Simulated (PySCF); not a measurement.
**Working out the ionisation energy of Br+**

Br+ [Ar] 3d10 4s2 4p4 (3P) → Br(2+) [Ar] 3d10 4s2 4p3 (4S). Computed with PySCF 2.14 in x2c-TZVPPall (6s5p4d1f, 48 functions), with scalar relativity by spin-free X2C-1e. Frozen: [Ar] 3d10. Energies in hartree (1 hartree = 27.21139 eV):

| part | Br+ (lower) | Br(2+) (upper) |
| --- | --- | --- |
| UHF | -2604.020861 | -2603.276631 |
| CCSD correlation | -0.123116 | -0.093550 |
| (T) | -0.003229 | -0.002338 |

What does Hartree-Fock give?

(-2603.276631) − (-2604.020861) = 0.744230 hartree = 20.252 eV.

What do CCSD and CCSD(T) give?

The CCSD correlation energies differ by 0.029566 hartree = 0.805 eV and the triples by 0.000891 hartree = 0.024 eV, so CCSD gives 21.057 eV and CCSD(T) 21.081 eV.

Measured between the centres of the two terms (NIST): 21.409 eV, so CCSD(T) (valence) is off by -0.328 eV.

What remains against the reference includes basis incompleteness, the frozen core and higher excitations.
